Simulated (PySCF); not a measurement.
Dipole polarisabilities along the third row

Calculated with PySCF 2.14 for the ground configurations, without spin-orbit coupling: coupled response for Hartree-Fock and DFT, finite fields for MP2 and CCSD(T), with Mg 1s2; Al [Ne]; Si [Ne]; P [Ne]; S [Ne]; Cl [Ne]; Ar [Ne] frozen. Mean α in bohr³, C₆ of like pairs in atomic units.

```csv
species,α UHF,α PBE,α PBE0,α MP2,α CCSD(T),α recommended (Schwerdtfeger and Nagle),C₆ UHF,C₆ PBE,C₆ PBE0
"Mg [Ne] 3s2 (def2-TZVPPD, non-relativistic)",81.31,73.30,74.97,73.26,72.87,71.2 ± 0.4,762.0,648.3,673.9
"Al [Ne] 3s2 3p1 (def2-TZVPPD, non-relativistic)",58.99,60.36,59.31,57.33,55.89,57.8 ± 1,528.3,524.0,519.6
"Si [Ne] 3s2 3p2 (def2-TZVPPD, non-relativistic)",37.89,39.24,38.28,36.81,36.28,37.3 ± 0.7,309.7,315.7,308.5
"P [Ne] 3s2 3p3 (def2-TZVPPD, non-relativistic)",25.16,26.20,25.56,24.42,24.32,25 ± 1,185.1,191.5,186.6
"S [Ne] 3s2 3p4 (def2-TZVPPD, non-relativistic)",19.09,20.83,19.98,19.26,19.22,19.4 ± 0.1,129.8,143.9,136.8
"Cl [Ne] 3s2 3p5 (def2-TZVPPD, non-relativistic)",14.21,15.55,14.95,14.50,14.50,14.6 ± 0.1,88.98,99.13,94.39
"Ar [Ar] (def2-TZVPPD, non-relativistic)",10.75,11.77,11.33,11.03,11.04,11.083 ± 0.007,62.10,69.27,66.10
```

Hartree-Fock lacks correlation. PBE lies above the recommended values here, as self-interaction makes its density too diffuse. MP2 and CCSD(T) carry the error of the frozen core. All values carry a basis error.
